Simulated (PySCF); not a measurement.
## Spin states of BTe⁺

Unrestricted PBE0; basis B aug-cc-pVDZ, Te aug-cc-pVDZ-PP with ECP28; scalar-relativistic core potentials; PySCF 2.14. Outer shells of the fragments: B+ 2s2; Te 4d10 5s2 5p4.

Followed along the bond (rough minima from three points):

| 2Ms+1 | unpaired | ⟨S²⟩ at the start | R at minimum (Å) | Te (eV) |
| --- | --- | --- | --- | --- |
| 3 | σ ↑, π ↑ | 2.01 | 2.07 | 0.00 |
| 1 | σ ↑, π ↓ | 1.04 | 2.07 | 0.11 |
| 3 | π ↑↑ | 2.01 | 2.56 | 0.65 |
| 1 | π ↑↓ | 1.01 | 2.55 | 1.04 |
| 1 | none | 0.00 | none in the scan | ≤ 0.77 |

Solutions found at the starting distance of 2.235 Å, counted from the lowest of them; the search is not exhaustive and high or unbound solutions are not listed, so other states can lie among these:

```csv
2Ms+1,unpaired,term,E (eV),⟨S²⟩,⟨Lz²⟩,μ (D)
3,"σ ↑, π ↑",³Π,0.00,2.01,1.02,-3.15
1,"σ ↑, π ↓",mixed,0.11,1.04,1.01,-3.15
3,π ↑↑,³Σ⁻,0.79,2.01,0.00,-0.79
1,π ↑↓,mixed,1.16,1.01,2.01,-0.75
1,none,¹Σ⁺,1.38,0.00,0.00,-4.12
1,none,mixed,2.18,0.00,2.00,-0.59
3,"σ ↑, π ↑↑↓",mixed,2.44,3.01,3.02,-1.18
3,π ↑↑,mixed,2.93,2.07,2.01,-3.48
1,"σ ↑, π ↑↓↓",mixed,3.13,2.02,3.02,-0.66
3,"σ ↑, π ↑",mixed,3.75,2.00,3.01,-1.22
```

A term symbol is given only where ⟨S²⟩ and ⟨Lz²⟩ are close to those of a pure state; real π, δ and φ orbitals otherwise mix terms. A positive dipole points towards Te; it is taken about the centre of mass and depends on that origin.

Spin–orbit coupling is left out. Counting both spins, an empty level lies below a filled one in some of these solutions, because spin and occupation are held.
